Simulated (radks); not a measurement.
Question: All-electron atom: Ce III in [Xe] 4f2 (the NIST ground configuration). Calculated with a radial shooting solver on a logarithmic mesh with Libxc functionals: non-relativistic Kohn-Sham, TPSS, spin-polarised, spherical densities, point nucleus; open shells are filled with parallel spins first (spin-orbit coupling, left out, can overturn this in heavy ions); meta-GGA in the generalised Kohn-Sham scheme; relativity is left out, which matters for an element this heavy. Some entries of the table are withheld. Estimate them.

| orbital | occ. | eigenvalue (eV) | r(max) (bohr) | <1/r> (bohr^-1) |
|---|---|---|---|---|
| 1s down | 1 | -38338.92 | 0.01735 | 57.48 |
| 1s up | 1 | -38338.92 | 0.01735 | 57.48 |
| 2s down | 1 | -5964.985 | 0.09538 | 13.27 |
| 2s up | 1 | -5964.983 | 0.09538 | 13.27 |
| 2p down | 3 | -5639.400 | 0.07445 | 13.29 |
| 2p up | 3 | -5639.398 | 0.07445 | 13.29 |
| 3s up | 1 | -1288.013 | 0.2685 | 4.928 |
| 3s down | 1 | -1287.539 | 0.2684 | 4.930 |
| 3p up | 3 | -1147.223 | 0.2554 | 4.856 |
| 3p down | 3 | -1146.765 | 0.2554 | 4.858 |
| 3d up | 5 | -886.1416 | 0.2063 | 4.736 |
| 3d down | 5 | -885.7697 | 0.2063 | 4.738 |
| 4s up | 1 | -264.1517 | 0.6221 | 2.071 |
| 4s down | 1 | -262.7771 | 0.6217 | 2.071 |
| 4p up | 3 | -211.6892 | 0.6326 | 1.976 |
| 4p down | 3 | -210.2605 | 0.6321 | 1.977 |
| 4d up | 5 | -120.0746 | 0.6528 | 1.767 |
| 4d down | 5 | -118.5548 | 0.6520 | 1.767 |
| 5s up | 1 | -47.0004 | 1.457 | 0.8067 |
| 5s down | 1 | -46.1428 | 1.464 | 0.7999 |
| 5p up | 3 | -33.1503 | 1.595 | 0.7136 |
| 5p down | 3 | -32.4405 | 1.602 | 0.7062 |
| 4f up | 2 | (1) | 0.7002 | (2) |
| 4f down | 0 | (3) | 0.7000 | (4) |
| 5d up | 0 | -13.8133 | 2.133 | (5) |
| 5d down | 0 | -13.4380 | 2.167 | (6) |
| 6s up | 0 | -12.1603 | 3.639 | 0.3186 |
| 6s down | 0 | -11.9568 | 3.659 | 0.3169 |

Answer: 
(1) 4f up eigenvalue (eV): -15.7231
(2) 4f up <1/r> (bohr^-1): 1.199
(3) 4f down eigenvalue (eV): -14.3141
(4) 4f down <1/r> (bohr^-1): 1.182
(5) 5d up <1/r> (bohr^-1): 0.4926
(6) 5d down <1/r> (bohr^-1): 0.4838
